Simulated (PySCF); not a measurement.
H$_{2}$N, charge -1, singlet, at a GFN2-xTB geometry (in this run its highest filled SCF level lies above zero, so its values depend strongly on the basis, on diffuse functions most of all); R2SCAN/cc-pVDZ in PySCF.

The PySCF input:
```python
from pyscf import gto, scf, dft

mol = gto.M(
    atom='''
N    -0.001861    0.105267    0.105249
H     0.817030   -0.336324   -0.386155
H    -0.804005   -0.400542   -0.350586
''',
    basis='cc-pvdz',
    charge=-1,
    spin=0,
    verbose=4,
)

mf = dft.RKS(mol)
mf.xc = 'r2scan'
mf.diis_space = 4
mf.kernel()
```

### Question
What does PySCF print? Leave out banner, timings and long lists.

### Answer

```
PySCF version 2.14.0

[INPUT] verbose = 4
[INPUT] num. atoms = 3
[INPUT] num. electrons = 10
[INPUT] charge = -1
[INPUT] spin (= nelec alpha-beta = 2S) = 0
[INPUT] symmetry False subgroup None
[INPUT] Mole.unit = angstrom
[INPUT] Symbol           X                Y                Z      unit          X                Y                Z       unit  Magmom
[INPUT]  1 N     -0.001861000000   0.105267000000   0.105249000000 AA   -0.003516780318   0.198925799955   0.198891784884 Bohr   0.0
[INPUT]  2 H      0.817030000000  -0.336324000000  -0.386155000000 AA    1.543962935553  -0.635560249118  -0.729727191631 Bohr   0.0
[INPUT]  3 H     -0.804005000000  -0.400542000000  -0.350586000000 AA   -1.519349252781  -0.756914681386  -0.662511523107 Bohr   0.0

nuclear repulsion = 7.36724973606701
number of shells = 11
number of NR pGTOs = 40
number of NR cGTOs = 24
basis = cc-pvdz
ecp = {}

******** <class 'pyscf.dft.rks.RKS'> ********
method = RKS
initial guess = minao
damping factor = 0
level_shift factor = 0
DIIS = <class 'pyscf.scf.diis.CDIIS'>
diis_start_cycle = 1
diis_space = 4
diis_damp = 0
SCF conv_tol = 1e-09
SCF conv_tol_grad = None
SCF max_cycles = 50
direct_scf = True
direct_scf_tol = 1e-13
XC library pyscf.dft.libxc version 7.1.2
    S. Lehtola, C. Steigemann, M. J. T. Oliveira, and M. A. L. Marques,  SoftwareX 7, 1–5 (2018)
XC functionals = r2scan
    J. W. Furness, A. D. Kaplan, J. Ning, J. P. Perdew, and J. Sun,  J. Phys. Chem. Lett. 11, 8208–8215 (2020)
    J. W. Furness, A. D. Kaplan, J. Ning, J. P. Perdew, and J. Sun,  J. Phys. Chem. Lett. 11, 9248–9248 (2020)
    J. W. Furness, A. D. Kaplan, J. Ning, J. P. Perdew, and J. Sun,  J. Phys. Chem. Lett. 11, 8208–8215 (2020)
    J. W. Furness, A. D. Kaplan, J. Ning, J. P. Perdew, and J. Sun,  J. Phys. Chem. Lett. 11, 9248–9248 (2020)
radial grids:
    Treutler-Ahlrichs [JCP 102, 346 (1995); DOI:10.1063/1.469408] (M4) radial grids

becke partition: Becke, JCP 88, 2547 (1988); DOI:10.1063/1.454033
pruning grids: <function nwchem_prune>
grids dens level: 3
symmetrized grids: False
atomic radii adjust function: <function treutler_atomic_radii_adjust>
small_rho_cutoff = 0
Set gradient conv threshold to 3.16228e-05
Initial guess from minao.
tot grids = 33520
init E= -55.7013009261392
  HOMO = -0.25871366088433  LUMO = 0.0472164646447846  gap/eV = 8.32478
cycle= 1 E= -55.6631182176904  delta_E= 0.0382  |g|= 0.77  |ddm|= 1.41
  HOMO = 0.392890821165945  LUMO = 0.436309517043667  gap/eV = 1.18148
cycle= 2 E= -55.4438275819575  delta_E= 0.219  |g|= 1.17  |ddm|= 2.37
  HOMO = 0.194430513514899  LUMO = 0.352459044361517  gap/eV = 4.30018
cycle= 3 E= -55.8062367308007  delta_E= -0.362  |g|= 0.0466  |ddm|= 1.79
  HOMO = 0.204087806041352  LUMO = 0.347176526819835  gap/eV = 3.89364
cycle= 4 E= -55.8070981173381  delta_E= -0.000861  |g|= 0.00931  |ddm|= 0.122
  HOMO = 0.202398675610386  LUMO = 0.34543309855254  gap/eV = 3.89216
cycle= 5 E= -55.8071189905895  delta_E= -2.09e-05  |g|= 0.00172  |ddm|= 0.00652
  HOMO = 0.201872420965013  LUMO = 0.34469446532099  gap/eV = 3.88639
cycle= 6 E= -55.8071196350396  delta_E= -6.44e-07  |g|= 0.000441  |ddm|= 0.00197
  HOMO = 0.201798050538563  LUMO = 0.344651208369686  gap/eV = 3.88723
cycle= 7 E= -55.8071196824877  delta_E= -4.74e-08  |g|= 3.09e-05  |ddm|= 0.000333
  HOMO = 0.201792414993291  LUMO = 0.344646204839536  gap/eV = 3.88725
cycle= 8 E= -55.8071196827554  delta_E= -2.68e-10  |g|= 1.79e-06  |ddm|= 2.52e-05
  HOMO = 0.201793247242763  LUMO = 0.344646421987153  gap/eV = 3.88723
Extra cycle  E= -55.8071196827545  delta_E= 8.81e-13  |g|= 2.88e-06  |ddm|= 5.69e-06
converged SCF energy = -55.8071196827545
```
